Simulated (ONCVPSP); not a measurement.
# Logarithmic derivatives: krypton (Kr), ONCV

Kr (Z = 36), optimised norm-conserving Vanderbilt (ONCV), made with ONCVPSP 4.0.1 (PBE, scalar-relativistic). Core [Ar] 3d10, reference 4s2 4p3 (charge +3). Waves: 4s: rc 1.68 bohr, ncon 5, nbas 10, qcut 4.9 1/bohr, 1 projector; 4p: rc 2.00 bohr, ncon 4, nbas 7, qcut 5.5 1/bohr, 2 projectors, debl 1.7 Ha; d scattering state at 0.41 Ha: rc 1.48 bohr, ncon 3, nbas 7, qcut 7.7 1/bohr, 2 projectors, debl 0.4 Ha. Local part: polynomial inside 1.04 bohr (lpopt 3, dvloc0 6 Ha). Core correction: polynomial model core, fcfact 0.45.

In the d channel the program set the typed energies aside and used 0.050, 0.450 Ha.

The phase is arctan(r·R′/R) of the radial function R(r), unwrapped; energies in Ha, scanned from -4 to 5 Ha. A pole is an energy at which the radial function vanishes at the test radius. The pseudo phase is shifted by a multiple of π to meet the all-electron one at the reference energy, and phase errors are pseudo minus all-electron; the curves can meet again beyond the range given. Levels narrower than the energy grid can be missing from the lists of poles.

Task: For each channel, where are the poles, and over which energies does the pseudopotential scatter like the atom?

Result:

```json
{"channel": "s", "radius (bohr)": "1.71", "reference energy (Ha)": "-2.17", "poles, all-electron": "-0.67", "poles, pseudo": "-0.79, 1.89", "unbroken range about the reference energy with phases within 0.05 rad": "below -0.2", "phase error 1 Ha above the reference energy (rad)": "-0.009"}
{"channel": "p", "radius (bohr)": "2.03", "reference energy (Ha)": "-1.59", "poles, all-electron": "-0.73", "poles, pseudo": "-0.73", "unbroken range about the reference energy with phases within 0.05 rad": "the whole range", "phase error 1 Ha above the reference energy (rad)": "-0.000"}
{"channel": "d", "radius (bohr)": "1.51", "reference energy (Ha)": "0.05", "poles, all-electron": "3.40", "poles, pseudo": "3.27", "unbroken range about the reference energy with phases within 0.05 rad": "-3.6 to 4.6", "phase error 1 Ha above the reference energy (rad)": "-0.000"}
```

Phases in the s channel:

```
E (Ha)  all-electron  pseudo
 -3.98         0.945   0.934
 -3.50         0.639   0.622
 -3.02        -0.062  -0.081
 -2.54        -0.856  -0.859
 -2.06        -1.230  -1.230
 -1.58        -1.404  -1.407
 -1.10        -1.505  -1.515
 -0.62        -1.577  -1.601
 -0.14        -1.635  -1.692
  0.34        -1.691  -1.864
  0.82        -1.752  -3.213
  1.30        -1.830  -4.525
  1.78        -1.944  -4.691
  2.26        -2.150  -4.775
  2.74        -2.607  -4.847
  3.22        -3.454  -4.931
  3.70        -4.043  -5.057
  4.18        -4.298  -5.307
  4.66        -4.426  -5.965
```
